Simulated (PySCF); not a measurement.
# How methods differ on the ionisation energy of Sc

Sc [Ar] 3d1 4s2 (2D) → Sc+ [Ar] 3d1 4s1 (3D), as a difference of total energies. Computed with PySCF 2.14 in jorge-DZP-DKH (8s6p2d1f, 43 functions), with scalar relativity by spin-free X2C-1e. Correlated levels: valence: [Ar] frozen. The calculations carry no spin-orbit coupling.

Question: Order these methods by the ionisation energy they give, lowest first.
A. UHF
B. LDA
C. MN15
D. MP2 (valence)

Answer: A (5.365 eV), D (5.981 eV), B (6.637 eV), C (6.702 eV).

Errors of the correlated levels include the incompleteness of this basis and the frozen core.

MP2 underrates the near-degeneracy of ns² with np² in the lower species.

For comparison: 6.562 eV (measured; NIST levels, between the centres of gravity of the two terms).
